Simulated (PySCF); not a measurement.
SMILES C[C](C)N, doublet, PBE0/def2-SVP optimised geometry.

```
12

C     -1.11     0.07     0.74
C      0.17    -0.07     0.00
C      1.03     1.11    -0.31
N      0.78    -1.32     0.00
H     -1.64     0.99     0.45
H     -0.98     0.11     1.84
H     -1.79    -0.77     0.54
H      0.42     1.99    -0.56
H      1.69     0.91    -1.17
H      1.69     1.40     0.54
H      1.79    -1.32     0.00
H      0.41    -1.99     0.67
```

Density from PySCF with unrestricted PBE0/def2-TZVP at that geometry.

Minimum of the electron density along straight lines between bonded atoms, close to the bond critical point (lines longer than 1.1 times the sum of covalent radii, or with two minima, are not listed):

```
bond    length / Å  ρ at the minimum / e bohr⁻³  ∇²ρ there / e bohr⁻⁵  position (fraction from the first atom)
------  ----------  ---------------------------  --------------------  ---------------------------------------
C1–C2        1.486                        0.265                 -0.69                                     0.50
C2–C3        1.486                        0.265                 -0.69                                     0.51
C2–N4        1.397                          ___                 -0.86                                     0.37
C1–H5        1.100                        0.272                 -0.91                                     0.64
C1–H6        1.115                        0.261                 -0.84                                     0.64
C1–H7        1.104                        0.269                 -0.89                                     0.64
C3–H8        1.100                        0.272                 -0.91                                     0.64
C3–H9        1.104                        0.269                 -0.89                                     0.64
C3–H10       1.115                        0.261                 -0.84                                     0.64
N4–H11       1.015                        0.336                 -1.64                                     0.74
N4–H12       1.015                        0.336                 -1.64                                     0.74
```

Question: Fill in the missing entries.

Answer: 
- C2–N4, ρ at the minimum / e bohr⁻³: 0.297
